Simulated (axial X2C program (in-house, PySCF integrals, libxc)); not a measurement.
EuCN⁺: the levels of the configuration f6 s1

Computed with an axial X2C code built on PySCF integrals: two-component X2C with atomic mean-field Coulomb and Gaunt terms, basis Eu dyall-v3z, C dyall-v3z, N dyall-v3z (cores contracted in-house). Orbitals come from Hartree–Fock averaged over the configuration Eu f6 s1; CI then distributes these electrons over the f, s shells of Eu.

Eu–C–N held linear, bonds 2.313 and 1.160 Å (the second held) (near the minimum of the configuration average).

Lowest levels of this model:

| Ω | energy (cm⁻¹) | g∥ | configuration |
| --- | --- | --- | --- |
| 1/2 | 0 | 2.25 | 100% f6 s1 |
| 3/2 | 274 | 6.15 | 100% f6 s1 |
| 5/2 | 867 | 9.43 | 100% f6 s1 |
| 1/2 | 906 | 3.01 | 100% f6 s1 |
| 3/2 | 1283 | 6.20 | 100% f6 s1 |
| 1/2 | 1600 | 2.46 | 100% f6 s1 |
| 7/2 | 1751 | 12.55 | 100% f6 s1 |
| 5/2 | 2060 | 8.43 | 100% f6 s1 |
| 3/2 | 2139 | 5.14 | 100% f6 s1 |
| 1/2 | 2356 | 2.66 | 100% f6 s1 |
| 7/2 | 2930 | 11.32 | 100% f6 s1 |
| 9/2 | 3016 | 14.88 | 100% f6 s1 |
| 5/2 | 3083 | 8.53 | 100% f6 s1 |
| 3/2 | 3177 | 4.39 | 100% f6 s1 |
| 5/2 | 4085 | 6.92 | 100% f6 s1 |
| 7/2 | 4217 | 10.36 | 100% f6 s1 |
| 9/2 | 4322 | 14.10 | 100% f6 s1 |
| 11/2 | 4336 | 17.57 | 100% f6 s1 |
| 7/2 | 5306 | 9.70 | 100% f6 s1 |
| 9/2 | 5509 | 12.94 | 100% f6 s1 |
| 11/2 | 5734 | 16.36 | 100% f6 s1 |
| 13/2 | 5975 | 19.96 | 100% f6 s1 |
| 9/2 | 8761 | 13.49 | 100% f6 s1 |
| 11/2 | 10472 | 15.96 | 100% f6 s1 |

g∥ is the magnitude of 2⟨Lz + ge Sz⟩ for the +Ω component.

(1) From Ω and g∥ of the lowest level, whose 2⟨Lz + ge Sz⟩ is positive, find ⟨Sz⟩ and ⟨Lz⟩ (ge = 2.0023).

Occupations of the active spinors in the lowest level by ω, shell by shell in order of energy: -7/2: 0.33; -5/2: 0.65 0.31; -3/2: 0.63 0.25; -1/2: 0.63 0.18 0.39; 1/2: 0.58 0.19 0.61; 3/2: 0.54 0.30; 5/2: 0.51 0.41; 7/2: 0.49. The leading determinant has weight 0.06 among 1101.

This point took 4 s on 1 thread of Arm Neoverse V1, on a shared host.

There is no dynamic correlation: spin–orbit spacings and, for f shells, spacings inside one term are the most reliable numbers, splittings between terms come out too wide, and energies between configurations are not reliable, so the lowest level need not be the ground state of the molecule. At most 4 roots were kept for each Ω > 0 (twice that for Ω = 0) within 2.2 eV of the lowest, so higher up levels can be missing between those listed; levels with Ω > 0 are doubly degenerate and listed once, Ω = 0 levels singly. The molecule was held linear; bending was not examined.

Answers

(1) Ω = ⟨Lz⟩ + ⟨Sz⟩ = 1/2 and ⟨Lz⟩ + ge⟨Sz⟩ = 1.125, so ⟨Sz⟩ = 0.62 and ⟨Lz⟩ = -0.12.
